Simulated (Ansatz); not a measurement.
Geometry optimisation, UKS PBE/def2-SVP (Ansatz 0.2.0).

input.yaml

```yaml
crystal:
  periodic: [false, false, false]
  atoms:
    - { symbol: Al, position_ang: [-0.5638, -0.4658, -0.0609] }
    - { symbol: "N", position_ang: [0.4919, 1.0275, -1.3545] }
    - { symbol: S, position_ang: [-1.8545, -0.8394, -1.6942] }
    - { symbol: H, position_ang: [-0.5734, 0.4057, -1.8806] }
    - { symbol: C, position_ang: [0.1159, -0.7075, 1.7886] }
    - { symbol: H, position_ang: [0.3365, 2.0268, -1.36] }
    - { symbol: H, position_ang: [1.294, 0.8229, -1.9363] }
    - { symbol: H, position_ang: [0.5756, -1.6916, 1.9351] }
    - { symbol: H, position_ang: [-0.6917, -0.6251, 2.5253] }
    - { symbol: H, position_ang: [0.8695, 0.0466, 2.0376] }
magnetization:
  spin_polarized: true
basis:
  gaussian: { orbitals: def2-SVP }
hamiltonian:
  xc: pbe
relax:
  f_tol: 0.15
  max_steps: 25
  restrain:
    - { distance: [3, 1], at: 2.32, k: 30.0 }
    - { distance: [0, 1], at: 1.92, k: 30.0 }
    - { distance: [3, 2], at: 1.36, k: 30.0 }
```

Launched with:

```bash
$ ansatz run input.yaml --threads 2 --pin off --max-ram 3072MiB --backend cpu --events-out ev --progress --plain --runs-dir out
```

**Question.** Where does it end, and by what steps?

**Answer.** It converged. The restraints hold the end off the free minimum. After 11 steps the energy has fallen by 0.989 eV (the restraints' own energy left out); H6 moved furthest, 1.05 Å. Joined: S3–H4.

| step | energy less start (eV) | largest force component (eV/Å) | accepted |
| --- | --- | --- | --- |
| 0 | 0.0000 | 2.443 | yes |
| 1 | 0.1309 | 1.905 | yes |
| 2 | -0.0715 | 2.072 | yes |
| 3 | -0.4942 | 0.918 | yes |
| 4 | -0.6267 | 0.955 | yes |
| 5 | -0.7480 | 0.867 | yes |
| 6 | -0.7945 | 1.222 | yes |
| 7 | -0.8506 | 0.975 | yes |
| 8 | -0.9528 | 1.216 | yes |
| 9 | -0.9798 | 1.164 | yes |
| 10 | -0.9895 | 1.077 | yes |
| 11 | -0.9890 | 1.082 | yes |

```xyz
10
Properties=species:S:1:pos:R:3
Al -0.216 -0.238 -0.168
N 0.550 1.153 -1.158
S -1.632 -1.138 -1.585
H -1.184 -0.009 -2.210
C 0.100 -0.607 1.727
H 1.200 1.851 -0.786
H 0.698 1.071 -2.168
H 0.563 -1.608 1.857
H -0.851 -0.613 2.298
H 0.774 0.139 2.193
```

Whether the end is a true minimum wasn't checked by a vibrational analysis.

The run took 24 s on 2 threads of Intel(R) Xeon(R) Platinum 8488C (Sapphire Rapids), with other jobs on the host, peak memory 0.2 GiB.
